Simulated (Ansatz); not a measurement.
C3H9BS can be A, `CSB(C)C`, or B, `CCBSC`.

Program: Ansatz. Geometries: PBE0-D4/def2-TZVP. ΔE: electronic, gas phase. CCSD(T)/CBS adds triple-zeta CCSD(T) − MP2 to the extrapolated MP2 energy (def2 sets, frozen cores). Functionals use def2-TZVPP. B3LYP here is the variant with VWN-RPA as its local correlation; programs differ in this. Each species was taken in one conformer, which may not be the lowest.

**Question.** Which is lower in electronic energy at CCSD(T)/CBS, and by how much? (Best estimate.)

**Answer.** Ansatz gave: A, by 55.1 kJ/mol.

**Question.** Give E(B) − E(A) in kJ/mol with MP2/def2-TZVPP, B2PLYP, CCSD/def2-TZVPP, B3LYP-D4, HF/def2-TZVPP, PBE0-D4, CCSD(T)/def2-TZVPP. (Estimate.)

**Answer.** Computed: MP2/def2-TZVPP 56.8, B2PLYP 54.7, CCSD/def2-TZVPP 53.6, B3LYP-D4 55.9, HF/def2-TZVPP 50.2, PBE0-D4 56.8, CCSD(T)/def2-TZVPP 54.0. None reverses the order clearly.

Largest T1 diagnostic: 0.012.

In def2-TZVPP, CCSD(T) changes the Hartree–Fock value by +3.8 kJ/mol (the triples alone add +0.5 kJ/mol) and MP2 by +6.6 kJ/mol.
